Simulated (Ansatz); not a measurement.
Cost and result for the atomization energy of GaH3S2, SMILES `[SH][GaH][SH]` (6 atoms, 5 bonds).

Charge 0, multiplicity 1. Correlated methods include outer-core shells of Ga, which these sets cover unevenly. Scalar relativity is left out up to krypton. Geometry: relaxed with PBE0-D4/def2-TZVP. It is one conformer, not always the lowest. Program: Ansatz. Hardware: A = 2 threads of an AMD EPYC 7R13 on a shared host; B = 2 threads of an AMD EPYC 7R13 on a shared host and a share of an NVIDIA H100 80 GB. Times are those of one run each, without the atoms' runs, and a repeat can differ threefold. Electronic energies, without spin–orbit coupling; frozen cores. CCSD(T)/CBS adds CCSD(T) − MP2 in def2-TZVPP to the MP2 limit, and its time is that of the two runs behind it. T1 = 0.013. With those shells the extrapolation isn't a true limit. B3LYP takes the VWN-RPA correlation (the form of Gaussian; ORCA's B3LYP/G).

CCSD(T)/CBS is a level of theory with its own doubt, some kJ/mol a heavy atom from the limit and from the frozen cores, so smaller differences don't rank the functionals.

```tsv
level	functions	wall time	atomization (kJ/mol)	difference from CCSD(T)/CBS	per bond
PBE-D4/def2-TZVPP (with forces) [A]	174	2.5 s	1618.3	-3.8	-0.8
CCSD(T)/def2-TZVPP [B]	174	2.5 s	1578.8	-43.3	-8.7
PBE0-D4/def2-TZVPP [A]	174	2.8 s	1602.7	-19.4	-3.9
r2SCAN-D4/def2-TZVPP (with forces) [A]	174	3.9 s	1630.0	7.9	1.6
B3LYP-D4/def2-TZVPP (with forces) [A]	174	4.4 s	1587.2	-34.9	-7.0
B2PLYP/def2-TZVPP [A]	174	4.5 s	1575.4	-46.7	-9.3
CCSD(T)/def2-QZVPP [B]	319	5 s	1608.2	-13.9	-2.8
ωB97X-V/def2-TZVPP [A]	174	7 s	1630.9	8.8	1.8
CCSD(T)/CBS(def2)	–	7.5 s	1622.1	0.0	0.0
ωB97M-V/def2-TZVPP (with forces) [A]	174	9.5 s	1619.9	-2.2	-0.4
```

The D4 term adds +23.9 kJ/mol with B3LYP and +12.4 kJ/mol with PBE0; it sums over pairs of atoms, weighted by their polarisabilities, and B3LYP, whose exchange is more repulsive, gets the larger term. From PBE to PBE0 (25 % exact exchange), in def2-TZVPP and without D4, the atomization energy moves by −13.5 kJ/mol: exact exchange takes away binding that semilocal exchange gives to molecules. In def2-TZVPP, CCSD(T) changes the Hartree–Fock value by +439.2 kJ/mol (the triples alone add +29.4 kJ/mol) and MP2 by +451.2 kJ/mol; breaking electron pairs costs correlation energy, which Hartree–Fock lacks.
